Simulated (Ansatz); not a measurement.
Geometry optimisation, RKS BHLYP/cc-pVDZ in Ansatz 0.2.0.

Input file:

```yaml
crystal:
  periodic: [false, false, false]
  atoms:
    - { symbol: B, position_ang: [0.0, 0.0, 0.0] }
    - { symbol: O, position_ang: [0.0, 0.0, 1.41] }
    - { symbol: H, position_ang: [-0.9095, -0.2814, 1.7471] }
    - { symbol: "N", position_ang: [1.3423, 0.0, -0.775] }
    - { symbol: H, position_ang: [1.8089, -0.9179, -1.0268] }
    - { symbol: H, position_ang: [1.7937, 0.9179, -1.0532] }
    - { symbol: F, position_ang: [-1.1431, 0.0, -0.66] }
basis:
  gaussian: { orbitals: cc-pVDZ }
hamiltonian:
  xc: { name: BHLYP }
relax:
  f_tol: 0.02
  max_steps: 40
output:
  orbitals: {}
```

Run as:

```bash
$ ansatz run input.yaml --threads 1 --pin off --max-ram 2048MiB --backend cpu --events-out ev --progress --plain --runs-dir out
```

Problem. Where does it end, and by what steps?

Solution. The forces met the threshold. After 8 steps the energy has fallen by 1.406 eV; H6 moved furthest, 0.90 Å.

| step | energy less start (eV) | largest force component (eV/Å) | accepted |
| --- | --- | --- | --- |
| 0 | 0.0000 | 3.643 | yes |
| 1 | -0.4618 | 2.779 | yes |
| 2 | -0.5751 | 2.071 | yes |
| 3 | -0.7952 | 1.156 | yes |
| 4 | -0.9934 | 1.838 | yes |
| 5 | -1.2593 | 0.955 | yes |
| 6 | -1.3975 | 0.183 | yes |
| 7 | -1.4051 | 0.056 | yes |
| 8 | -1.4055 | 0.011 | yes |

```xyz
7
Properties=species:S:1:pos:R:3
B 0.080 0.039 0.009
O -0.010 -0.507 1.249
H -0.881 -0.401 1.626
N 1.265 -0.006 -0.720
H 2.095 -0.437 -0.362
H 1.348 0.394 -1.634
F -1.005 0.636 -0.526
```

Whether the end is a true minimum wasn't checked by a vibrational analysis.

Run time: 23 s on 1 thread of Arm Neoverse V1, on a shared host, peak memory 0.16 GiB.
